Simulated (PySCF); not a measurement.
**Oscillator strengths, rates and cross-sections**

Compound: InEt2I, C₄H₁₀IIn.
SMILES: `C[CH2][In]([I])[CH2]C`

Computed with TDDFT CAM-B3LYP/def2-SVPD, vertical, gas phase, core orbitals frozen in the response, def2 core potentials past Kr in PySCF 2.14.0, density-fitted response routines. One conformer (not necessarily the lowest) at the PBE0-D3(BJ)/def2-SVP geometry, without solvent, vibrations or thermal averaging. Spin–orbit coupling is left out.

For one non-degenerate pair of states in vacuum, A = 0.6670 f ν̃² s⁻¹ with ν̃ in cm⁻¹, τ = 1/A, |μ|² = 3f / (2ΔE) in atomic units, and the integrated cross-section is ∫σ dE = 109.76 f Mb·eV.

The rates are for emission to S0 at the absorption energy, with no other channel.

Energies and rates of the computed singlets with f of 0.002 or more:

| state | ν̃ (cm⁻¹) | A (s⁻¹) |
| --- | --- | --- |
| S2 | 40140 | 3.00×10⁶ |
| S3 | 40820 | 2.01×10⁷ |
| S5 | 41950 | 1.02×10⁸ |
| S6 | 43430 | 4.63×10⁷ |
| S7 | 47810 | 2.91×10⁸ |
| S8 | 49790 | 5.25×10⁸ |
| S9 | 51320 | 3.63×10⁷ |
| S10 | 54440 | 4.13×10⁶ |

Problem. Go back from the rates to the oscillator strengths and transition dipoles.

Solution. f = A / (0.6670 ν̃²), and |μ| follows from f:

| state | f | \|μ\| (D) | τ | main configurations (H = HOMO, L = LUMO) |
| --- | --- | --- | --- | --- |
| S2 | 0.0028 | 0.38 | 330 ns | H-2→L (70%), H-1→L (19%) |
| S3 | 0.018 | 0.97 | 50 ns | H-1→L (72%), H-2→L (18%) |
| S5 | 0.087 | 2.10 | 9.8 ns | H→L+1 (71%), H→L+2 (18%) |
| S6 | 0.037 | 1.34 | 22 ns | H-1→L+1 (74%), H-1→L+2 (21%) |
| S7 | 0.191 | 2.92 | 3.4 ns | H-2→L+1 (63%), H→L+1 (16%), H→L+2 (15%) |
| S8 | 0.317 | 3.68 | 1.9 ns | H-3→L+1 (88%) |
| S9 | 0.021 | 0.93 | 28 ns | H→L+2 (49%), H-2→L+1 (20%), H-2→L+2 (18%) |
| S10 | 0.0021 | 0.29 | 240 ns | H→L+3 (30%), H-1→L+2 (20%), H-2→L+2 (17%) |

Problem. How much energy does a mole of photons resonant with S8 carry?

Solution. 6.173 eV × 96.485 = 596 kJ/mol (142 kcal/mol).

Problem. Which computed singlets stay under f = 0.002?

Solution. S1 (4.36 eV, f 0.0000) and S4 (5.07 eV, f 0.0001).

Problem. By what factor does the largest A in the list exceed the smallest?

Solution. S8 has 170 times the rate of S2.

All these states lie below the vertical ionisation energy of 8.77 eV (ΔSCF).
